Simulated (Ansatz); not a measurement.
Calculated with Ansatz (gas phase, PBE0-D4/def2-TZVP geometries, no zero-point term in ΔE). CCSD(T)/CBS is the MP2 limit (def2-TZVPP, def2-QZVPP) plus CCSD(T) − MP2 in def2-TZVPP, frozen cores. This one scheme is used for every species. Functionals use def2-TZVPP. B3LYP here is the variant with VWN-RPA as its local correlation; programs differ in this. For Zn outer-core shells are correlated without core-valence functions, which leaves a few kJ/mol of doubt a bond. Scalar relativity is left out up to krypton. One conformer a species, not always the lowest.

Reaction (redistribution): `C[O][Al]([SH])[SH]` + `[ZnH2]` → `[SH][AlH][SH]` + `C[O][ZnH]`

Problem. Is it downhill or uphill in electronic energy at CCSD(T)/CBS, and by how much? (Estimate.)

Solution. The calculation gave: Uphill: ΔE = +20.4 kcal/mol.

Problem. What do these levels give: r2SCAN-D4, B3LYP-D4, ωB97M-V, B2PLYP, PBE, SCS-MP2/def2-TZVPP, CCSD/def2-TZVPP, HF/def2-QZVPP, MP2/def2-QZVPP, SCS-MP2/def2-QZVPP, MP2/CBS(def2), CCSD/CBS(def2)? (Best estimate.)

Solution. Ansatz gave: r2SCAN-D4 21.3, B3LYP-D4 22.0, ωB97M-V 22.2, B2PLYP 20.9, PBE 18.8, SCS-MP2/def2-TZVPP 21.3, CCSD/def2-TZVPP 21.7, HF/def2-QZVPP 22.3, MP2/def2-QZVPP 20.6, SCS-MP2/def2-QZVPP 20.6, MP2/CBS(def2) 20.4, CCSD/CBS(def2) 20.7 kcal/mol.

Largest T1 diagnostic among the species: 0.017.

The D4 term adds +1.4 kcal/mol with B3LYP and +0.8 kcal/mol with PBE0; it sums over pairs of atoms, weighted by their polarisabilities, and B3LYP, whose exchange is more repulsive, gets the larger term. In def2-TZVPP, CCSD(T) changes the Hartree–Fock value by −1.5 kcal/mol (the triples alone add −0.3 kcal/mol) and MP2 by −1.5 kcal/mol. From PBE to PBE0 (25 % exact exchange), in def2-TZVPP and without D4, ΔE moves by +1.6 kcal/mol.
